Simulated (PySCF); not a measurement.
F₇Re, triplet, at the geometry of the source list (the multiplicity is a formal guess) (core potentials on Re); TPSS/def2-SV(P) (PySCF).

Input for PySCF:
```python
from pyscf import gto, scf, dft

mol = gto.Mole()
mol.atom = '''
    Re    0.000500   -0.001400    0.000300
    F     0.262000    1.804300   -0.291700
    F     0.057200   -0.295700   -1.744900
    F    -0.059300    0.301300    1.743800
    F    -1.656900    0.795800   -0.178500
    F     0.862000   -1.602000    0.336900
    F    -1.286700   -1.319000    0.153700
    F     1.821100    0.316700   -0.019700
'''
mol.basis = 'def2-sv(p)'
mol.ecp = {'Re': 'def2-sv(p)'}
mol.charge = 0
mol.spin = 2
mol.verbose = 4
mol.build()

mf = dft.UKS(mol)
mf.xc = 'tpss'
mf.kernel()
```

The log (banner, timings and long lists left out):

```
PySCF version 2.14.0

[INPUT] verbose = 4
[INPUT] num. atoms = 8
[INPUT] num. electrons = 78
[INPUT] charge = 0
[INPUT] spin (= nelec alpha-beta = 2S) = 2
[INPUT] symmetry False subgroup None
[INPUT] Mole.unit = angstrom
[INPUT] Symbol           X                Y                Z      unit          X                Y                Z       unit  Magmom
[INPUT]  1 Re     0.000500000000  -0.001400000000   0.000300000000 AA    0.000944863062  -0.002645616574   0.000566917837 Bohr   0.0
[INPUT]  2 F      0.262000000000   1.804300000000  -0.291700000000 AA    0.495108244636   3.409632846553  -0.551233110536 Bohr   0.0
[INPUT]  3 F      0.057200000000  -0.295700000000  -1.744900000000 AA    0.108092334325  -0.558792015034  -3.297383114754 Bohr   0.0
[INPUT]  4 F     -0.059300000000   0.301300000000   1.743800000000 AA   -0.112060759187   0.569374481331   3.295304416017 Bohr   0.0
[INPUT]  5 F     -1.656900000000   0.795800000000  -0.178500000000 AA   -3.131087215792   1.503844049929  -0.337316113235 Bohr   0.0
[INPUT]  6 F      0.862000000000  -1.602000000000   0.336900000000 AA    1.628943919375  -3.027341251553   0.636648731366 Bohr   0.0
[INPUT]  7 F     -1.286700000000  -1.319000000000   0.153700000000 AA   -2.431510604478  -2.492548758301   0.290450905346 Bohr   0.0
[INPUT]  8 F      1.821100000000   0.316700000000  -0.019700000000 AA    3.441380245445   0.598476263650  -0.037227604654 Bohr   0.0

nuclear repulsion = 613.139873503125
number of shells = 53
number of NR pGTOs = 218
number of NR cGTOs = 123
basis = def2-sv(p)
ecp = {'Re': 'def2-sv(p)'}

******** <class 'pyscf.dft.uks.UKS'> ********
method = UKS
initial guess = minao
damping factor = 0
level_shift factor = 0
DIIS = <class 'pyscf.scf.diis.CDIIS'>
diis_start_cycle = 1
diis_space = 8
diis_damp = 0
SCF conv_tol = 1e-09
SCF conv_tol_grad = None
SCF max_cycles = 50
direct_scf = True
direct_scf_tol = 1e-13
number electrons alpha = 40  beta = 38
XC library pyscf.dft.libxc version 7.1.2
    S. Lehtola, C. Steigemann, M. J. T. Oliveira, and M. A. L. Marques,  SoftwareX 7, 1–5 (2018)
XC functionals = tpss
    J. Tao, J. P. Perdew, V. N. Staroverov, and G. E. Scuseria,  Phys. Rev. Lett. 91, 146401 (2003)
    J. P. Perdew, J. Tao, V. N. Staroverov, and G. E. Scuseria,  J. Chem. Phys. 120, 6898 (2004)
    J. Tao, J. P. Perdew, V. N. Staroverov, and G. E. Scuseria,  Phys. Rev. Lett. 91, 146401 (2003)
    J. P. Perdew, J. Tao, V. N. Staroverov, and G. E. Scuseria,  J. Chem. Phys. 120, 6898 (2004)
radial grids:
    Treutler-Ahlrichs [JCP 102, 346 (1995); DOI:10.1063/1.469408] (M4) radial grids

becke partition: Becke, JCP 88, 2547 (1988); DOI:10.1063/1.454033
pruning grids: <function nwchem_prune>
grids dens level: 3
symmetrized grids: False
atomic radii adjust function: <function treutler_atomic_radii_adjust>
small_rho_cutoff = 0
Set gradient conv threshold to 3.16228e-05
tot grids = 124144
init E= -764.894378977707

cycle= 1 E= -776.113992602096  delta_E= -11.2  |g|= 1.19  |ddm|= 5.68
cycle= 2 E= -771.063408542692  delta_E= 5.05  |g|= 3.56  |ddm|=  3.6

cycle= 3 E= -776.542353501651  delta_E= -5.48  |g|= 0.556  |ddm|= 3.15

cycle= 4 E= -776.572796377426  delta_E= -0.0304  |g|= 0.476  |ddm|= 0.754

cycle= 5 E= -776.526546713197  delta_E= 0.0462  |g|= 0.551  |ddm|= 0.771

cycle= 6 E= -776.641226687652  delta_E= -0.115  |g|= 0.225  |ddm|= 0.65

cycle= 7 E= -776.660262613471  delta_E= -0.019  |g|= 0.0732  |ddm|= 0.241

cycle= 8 E= -776.656277706348  delta_E= 0.00398  |g|= 0.118  |ddm|= 0.165

cycle= 9 E= -776.661924096922  delta_E= -0.00565  |g|= 0.0373  |ddm|= 0.143

cycle= 10 E= -776.662346055055  delta_E= -0.000422  |g|= 0.0208  |ddm|= 0.068

cycle= 11 E= -776.662505392639  delta_E= -0.000159  |g|= 0.00636  |ddm|= 0.0433

cycle= 12 E= -776.662521197491  delta_E= -1.58e-05  |g|= 0.00167  |ddm|= 0.00844

cycle= 13 E= -776.662521799207  delta_E= -6.02e-07  |g|= 0.000971  |ddm|= 0.00133

cycle= 14 E= -776.662521957839  delta_E= -1.59e-07  |g|= 0.000733  |ddm|= 0.000855

cycle= 15 E= -776.662522138209  delta_E= -1.8e-07  |g|= 0.000348  |ddm|= 0.000458

cycle= 16 E= -776.662522164798  delta_E= -2.66e-08  |g|= 0.000256  |ddm|= 0.000414

cycle= 17 E= -776.662521925813  delta_E= 2.39e-07  |g|= 0.000786  |ddm|= 0.00089

cycle= 18 E= -776.662522193424  delta_E= -2.68e-07  |g|= 3.28e-05  |ddm|= 0.000702

cycle= 19 E= -776.662522194221  delta_E= -7.98e-10  |g|= 3.25e-05  |ddm|= 0.000333

cycle= 20 E= -776.662522194713  delta_E= -4.92e-10  |g|= 2.57e-05  |ddm|= 0.000125

Extra cycle  E= -776.662522184435  delta_E= 1.03e-08  |g|= 0.000158  |ddm|= 0.000212
SCF not converged.
SCF energy = -776.662522184435 after 50 cycles  <S^2> = 2.0032959  2S+1 = 3.0021965
```

The run did not converge; its last values are not results.
